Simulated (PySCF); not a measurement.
Gas-phase reaction: C2F5 = 5 F + 2 C

Computed with PySCF and rigid-rotor harmonic-oscillator thermochemistry at 1 bar. † marks an energy on the PBE0/def2-TZVP geometry and frequencies; other levels use their own. MP2 freezes the core. 6-31G* has spherical d functions here. Open shells (unrestricted): C2F5 (multiplicity 2), F (multiplicity 2, electronic degeneracy 6), C (multiplicity 3, electronic degeneracy 9). Spin-orbit splitting is ignored; it lowers the true energy and changes the entropy of F, C. B3LYP is the form with VWN-RPA correlation. C2F5: computed as isolated molecules; such fragments, hydroxides, amides, oligomers or adducts are transient or little studied in the gas. MP2 isn't extrapolated to the basis-set limit; its ΔH°(298 K) is 2743.3 kJ in def2-SVP and 2808.3 kJ in def2-TZVPP. The harmonic model lacks anharmonicity and excited electronic states, which grow with temperature; levels with a mode under 35 cm⁻¹ are left out. Internal rotation in C2F5 is treated as a harmonic vibration of one conformer, which makes the entropy rough.

| level | ΔE electronic, kJ | ΔH°(298 K), kJ | ΔS°(298 K), J/K | ΔG°(2000 K), kJ |
|---|---|---|---|---|
| B3LYP/6-31G* | 2809 | 2769 | 775 | 1177 |
| M06-2X/def2-TZVP† | 2799 | 2759 | 778 | 1158 |
| MP2/def2-SVP† | 2784 | 2743 | 778 | 1143 |
| PBE0/def2-SVP† | 2890 | 2850 | 778 | 1250 |
| PBE0/def2-TZVP | 2809 | 2769 | 778 | 1168 |
ΔH° is lowest at MP2/def2-SVP† and highest at PBE0/def2-SVP†. No reference value is set beside these.
